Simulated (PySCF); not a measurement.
The second ionisation energy along the 4p block

Calculated with PySCF 2.14 from differences of total energies of unrestricted determinants, without spin-orbit coupling. Values in eV. The last column holds reference values (NIST; (s) semi-empirical, (t) theoretical, else measured). Unmarked ones compare directly (S terms, centres of terms, or small fine structure); those marked * lie between the lowest fine-structure levels and include a spin-orbit shift.

```csv
element,configurations,UHF,MP2 (valence),SCS-MP2 (valence),CCSD (valence),CCSD(T) (valence),LDA,reference
"Ga (ANO-RCC-VTZP, spin-free X2C)",[Ar] 3d10 4s2 → [Ar] 3d10 4s1,18.771,19.441,19.575,19.765,19.765,21.191,20.515
"Ge (ANO-RCC-VTZP, spin-free X2C)",[Ar] 3d10 4s2 4p1 → [Ar] 3d10 4s2,15.253,15.425,15.406,15.505,15.519,15.938,15.789
"As (ANO-RCC-VTZP, spin-free X2C)",[Ar] 3d10 4s2 4p2 → [Ar] 3d10 4s2 4p1,17.987,18.353,18.278,18.384,18.407,18.658,18.589 *
"Se (ANO-RCC-VTZP, spin-free X2C)",[Ar] 3d10 4s2 4p3 → [Ar] 3d10 4s2 4p2,20.856,21.355,21.205,21.321,21.349,21.474,21.196 ± 0.01 *
"Br (ANO-RCC-VTZP, spin-free X2C)",[Ar] 3d10 4s2 4p4 → [Ar] 3d10 4s2 4p3,20.265,20.945,21.008,n/a,n/a,21.656,21.409
"Kr (ANO-RCC-VTZP, spin-free X2C)",[Ar] 3d10 4s2 4p5 → [Ar] 3d10 4s2 4p4,23.231,24.059,24.054,24.066,24.096,24.628,24.360 *
```

| method | elements | mean error (eV) | mean absolute error (eV) | largest error (eV) |
| --- | --- | --- | --- | --- |
| UHF | 3 | -1.141 | 1.141 | -1.744 |
| MP2 (valence) | 3 | -0.634 | 0.634 | -1.074 |
| SCS-MP2 (valence) | 3 | -0.574 | 0.574 | -0.941 |
| LDA | 3 | 0.358 | 0.358 | 0.676 |

Errors include the incompleteness of the basis and the frozen core.

"Valence" correlates the outer s and p shells and, in groups 3 to 12 and the f block, the outer d or f shell, open or full, or the next shell where the ion has no valence electron left; the wider scheme adds the next inner shell.
